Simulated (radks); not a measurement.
Results of a calculation; reference values are marked as such.
Spherical jellium clusters: N electrons in a uniform positive sphere of charge N and radius rs N^(1/3), rs = 3.74 bohr. Level of theory: non-relativistic Kohn-Sham, LDA (Slater exchange, Perdew-Wang correlation), spin-polarised, spherical densities (a radial shooting solver with Libxc functionals). Levels are named by radial order and angular momentum (1s, 1p, 1d, 2s, ...), and open shells are averaged over m.

N = 27, configuration 1s2 1p6 1d10 2s2 1f(up 7, down 0). This is the lowest configuration that the search found. Occupied and some empty levels:

level    occupation  eigenvalue (eV)  <r> (bohr)
1s up             1          -5.7800       6.902
1s down           1          -5.5356       6.455
1p up             3          -5.0420       8.109
1p down           3          -4.6922       7.907
1d up             5          -4.0957       8.933
1d down           5          -3.6965       8.879
2s up             1          -3.5882       7.136
2s down           1          -3.3851       7.406
1f up             7          -2.9753       9.637
1f down           0          -2.5625       9.689
2p up             0          -2.2664       8.627
2p down           0          -2.0677       8.765
1g up             0          -1.7206       10.35
1g down           0          -1.3226       10.52
2d up             0          -1.0468       10.70
2d down           0         -0.85428       11.01

Energy (eV): total -49.8767, kinetic 54.231, external -2094.5, Hartree 1035.1, exchange-correlation -105.59, background 1060.8.
